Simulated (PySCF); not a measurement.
Compound: C₄H₁₄OSi₂.
Numbering: `[CH3:1][CH:2]([CH3:3])[O:4][SiH2:5][CH2:6][SiH3:7]` (hydrogens: H8, H9, H10 on C1; H11 on C2; H12, H13, H14 on C3; H15, H16 on Si5; H17, H18 on C6; H19, H20, H21 on Si7)

Geometry (PBE0-D3(BJ)/def2-SVP, Å), atoms numbered from 1 in this order:
```
atom  x, y, z in Å
C1    -2.4672    0.2426   -0.9364
C2    -1.4028   -0.6110   -0.2677
C3    -1.8665   -1.1979    1.0506
O4    -0.2443    0.1606   -0.0084
Si5    0.9891    0.4830   -1.0829
C6     2.3983    1.1080   -0.0318
Si7    2.5277    0.1879    1.6108
H8    -3.3797   -0.3425   -1.1261
H9    -2.1123    0.6402   -1.8993
H10   -2.7256    1.0954   -0.2897
H11   -1.1367   -1.4445   -0.9502
H12   -2.7643   -1.8182    0.9125
H13   -1.0738   -1.8183    1.4929
H14   -2.1024   -0.3885    1.7585
H15    0.5757    1.4829   -2.1184
H16    1.3645   -0.7841   -1.7915
H17    2.2641    2.1821    0.1787
H18    3.3432    1.0006   -0.5909
H19    1.4558    0.6208    2.5526
H20    2.4246   -1.2888    1.3956
H21    3.8532    0.4660    2.2495
```

Computed, not measured: PySCF 2.14.0, density-fitted response routines, TDDFT CAM-B3LYP/def2-SVPD, vertical, gas phase, core orbitals frozen in the response.

What does the calculation give for the low-lying excited states?

| state | E (eV) | E (hartree) | f | main configurations (H = HOMO, L = LUMO) |
| --- | --- | --- | --- | --- |
| S1 | 7.40 | 0.2720 | 0.0009 | H→L+1 (57%), H→L (18%), H→L+4 (12%) |
| S2 | 7.78 | 0.2860 | 0.015 | H→L (54%), H→L+1 (22%) |
| S3 | 7.99 | 0.2935 | 0.089 | H-1→L+1 (65%), H-1→L+4 (9%) |
| S4 | 8.13 | 0.2987 | 0.0075 | H-1→L (61%) |
| S5 | 8.17 | 0.3003 | 0.015 | H→L+2 (55%), H→L+3 (18%) |
| S6 | 8.51 | 0.3126 | 0.053 | H-2→L+1 (46%), H-2→L (17%), H-1→L+2 (9%) |

The lowest singlet lies at 7.40 eV (168 nm, vacuum ultraviolet) and is very weak; its leading configuration is HOMO→LUMO+1 (57%). The strongest level in the table is S3 at 7.99 eV (155 nm, f = 0.089). Löwdin shares by element: HOMO oxygen 44%, silicon 13% or more, hydrogen 11% or more, carbon 8% or more (atoms not listed hold the other 24%); LUMO silicon 40%, carbon 7% or more, hydrogen 5% or more (atoms not listed hold the other 48%). Orbital energies (eV): HOMO-3 -10.55, HOMO-2 -10.20, HOMO-1 -9.86, HOMO -9.38, LUMO 1.17, LUMO+1 1.21, LUMO+2 1.65. The oscillator strengths of these states sum to 0.180; summed over the whole spectrum of an exact calculation they would give the number of electrons, 74 (Thomas–Reiche–Kuhn). Weighted by f, the mean energy of these states is 8.14 eV. No computed singlet lies in the visible range (380 to 750 nm); the lowest, at 168 nm, stands 4.14 eV above its violet end (3.26 eV). Only the lowest 6 singlets were computed, as vertical energies without vibronic structure.

On Arm Neoverse V1, one thread, no GPU, on a shared host, this took 87 s wall and 1.2 GiB of memory at its peak.

One conformer stands for the species.
